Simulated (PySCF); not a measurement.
Ligands exchanged one at a time, Ga Cl-SiH3. All species are isolated molecules in the gas phase. Strings in code marks are SMILES.

Calculation: ωB97X-D3(BJ)/def2-TZVP (PySCF 2.14.0). All candidates: neutral, multiplicity 1. 

The LUMO is -0.12 eV, the HOMO–LUMO gap comes out as 10.60 eV and the HOMO is -10.73 eV.

Q: Name which member has these values.
A) `[SiH3][Ga]([SiH3])[SiH3]`
B) `[SiH3][Ga]([SiH3])[Cl]`
C) `[SiH3][Ga]([Cl])[Cl]`

A: C, `[SiH3][Ga]([Cl])[Cl]`. The others give `[SiH3][Ga]([SiH3])[SiH3]`: -0.72 eV, 8.78 eV, -9.50 eV; `[SiH3][Ga]([SiH3])[Cl]`: -0.48 eV, 9.09 eV, -9.57 eV
